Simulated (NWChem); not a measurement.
Molecule: CH3F3Zr; SMILES [CH3][Zr]([F])([F])[F]

Computed with NWChem. Coordinates come from a PBE0/def2-SVP optimisation. Not confirmed as a minimum by frequencies. def2 effective core potentials on Zr; no spin-orbit coupling. Field at 589 nm.

Q: Predict the results for B3LYP/def2-SVP (core potentials). Quantities: isotropic polarisability (bohr³); anisotropy (bohr³).

A: 
```
Property                          Value
--------------------------------  -----
isotropic polarisability (bohr³)   44.4
anisotropy (bohr³)                 15.8
```
